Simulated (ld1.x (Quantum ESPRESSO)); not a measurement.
What the settings do to the TM potential of Au (Z = 79)

Base potential:

```json
{"Element": "gold (Au)", "Generator": "ld1.x (Quantum ESPRESSO) 7.5", "Type": "norm-conserving Troullier–Martins (Kleinman–Bylander form)", "Functional": "BLYP", "Relativity": "fully relativistic", "Frozen core": "[Kr] 4d10 4f14", "Valence charge": "19", "Reference configuration": "5s2 5p6 5d10 6s0 6p0 (charge +1)", "Partial waves": "5p (bound): rc 1.55 bohr; 5d (bound): rc 1.55 bohr; 5s (bound): rc 1.55 bohr", "Local potential": "the s channel", "Core correction": "none"}
```

Open shells are filled in proportion to 2j + 1 (rel_dist='average').

Cutoffs, loose and tight: the cutoffs (Ry, on a coarse ladder) from which the occupation-weighted sum of valence levels, in a spherical-Bessel basis at the reference potential, stays within 10 and 1 mRy of its value at 400 Ry. They do not see the model core or the augmentation charge, which bear on the density cutoff. Test errors are all-electron minus pseudo excitation energies from the reference, over the configurations 5s2 5p6 5d10 6s1 6p0; 5s2 5p6 5d9 6s0 6p0; 5s2 5p6 5d8 6s0 6p0; 5s2 5p6 5d10 6s0 6p1; 5s2 5p6 5d7 6s0 6p0; 5s2 5p6 5d9 6s1 6p0; 5s1 5p6 5d10 6s1 6p0. A dash means not determined; rows that change the core or the reference have their own tests. The largest error is taken over the tests solved by every variant that gives reliable tests at all: 5s2 5p6 5d10 6s0 6p1; 5s2 5p6 5d10 6s1 6p0; 5s2 5p6 5d8 6s0 6p0; 5s2 5p6 5d9 6s0 6p0; 5s2 5p6 5d9 6s1 6p0.

A true bound ghost makes a file unfit for plane-wave use even where its test errors are small: the radial tests pick states by their node count and pass the ghost by. Where a test does run into it, the solver fails or the error is huge.

Cutoffs are not given where the Bessel-basis levels miss the radial ones by over 6 mRy, ghosts where they miss by over 20 mRy; a channel whose overlap is not positive is not tested.

```json
{"change": "base", "outcome": "generated", "bound ghosts": "none", "largest test error (meV)": "+4215"}
{"change": "functional LDA (PZ)", "outcome": "generated", "bound ghosts": "none", "largest test error (meV)": "+4284"}
```

(1) What comes out with this change to the base: all radii scaled by about 0.76 (s 1.18, p 1.18, d 1.18 bohr)?

(2) What comes out with this change to the base: wave 5s (bound): rc 1.55 bohr becomes 5s (bound): rc 1.84 bohr?

Answers

(1) outcome: generated; bound ghosts: not determined; largest test error (meV): +536.

(2) outcome: generated; bound ghosts: s (extra level of the local part); largest test error (meV): +9109.
